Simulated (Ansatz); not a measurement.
The same path of a periodic cell of 17 atoms, Si (host Si, host structure diamond, interstitial Si) was run twice with different band settings. Lost on the way: Si6–Si17. Made: Si9–Si17.

Theory: DFT PBE-D3(BJ), scalar-relativistic, plane waves, PAW (Ansatz 0.2.0). Settings: PAW set soft_1, cutoff 420 eV, k mesh 2x2x2, fermi-dirac smearing 0.05 eV, no spin polarisation.

Relaxed end points:

```xyz
17
Lattice="0.0000 5.4300 5.4300 5.4300 0.0000 5.4300 5.4300 5.4300 0.0000" Properties=species:S:1:pos:R:3
Si 0.032 0.006 -0.004
Si 1.353 1.365 1.359
Si 2.713 2.685 -0.004
Si 4.091 4.057 1.374
Si 2.716 0.004 2.679
Si 4.097 1.388 4.044
Si 5.425 2.724 2.708
Si 6.763 4.052 4.045
Si 0.001 2.716 2.714
Si 1.353 4.072 4.065
Si 2.713 5.435 2.746
Si 4.076 6.795 4.067
Si 2.716 2.754 5.428
Si 4.079 4.070 6.792
Si 5.397 5.433 5.429
Si 6.762 6.818 6.810
Si 8.140 5.440 5.423
```

```xyz
17
Lattice="0.0000 5.4300 5.4300 5.4300 0.0000 5.4300 5.4300 5.4300 0.0000" Properties=species:S:1:pos:R:3
Si -0.005 0.005 -0.005
Si 1.358 1.325 1.358
Si 2.740 2.690 -0.025
Si 4.105 4.072 1.357
Si 2.721 0.006 2.721
Si 4.073 1.358 4.073
Si 5.425 2.710 2.720
Si 6.788 4.073 4.040
Si -0.025 2.690 2.741
Si 1.357 4.072 4.105
Si 2.735 5.450 2.735
Si 4.069 6.783 4.069
Si 2.720 2.710 5.425
Si 4.040 4.073 6.788
Si 5.405 5.455 5.405
Si 6.787 6.820 6.787
Si 6.783 4.068 6.784
```

Common settings: climbing image yes; spring 5.0 eV/Å²; optimiser quadratic models (default); end points relaxed.

| run | movable images | start path | force threshold | iteration limit |
| --- | --- | --- | --- | --- |
| 1 | 5 | straight line | 0.03 eV/Å | 60 |
| 2 | 3 | default | 0.4 eV/Å | 50 |

What does each run give, and how far can it be trusted?

Run 1: converged after 14 iterations, highest image 0.307 eV above the first end. By the program's own check the climbing image is a first-order saddle point (lowest curvatures found: -0.17 and 0.70 eV/Å²).
Run 2: converged after 3 iterations, highest image 0.319 eV above the first end. The threshold of 0.4 eV/Å is loose, so the images may lie well off the minimum-energy path. The order of the stationary point at the top wasn't checked.
Limits of this set-up: coarse k mesh.
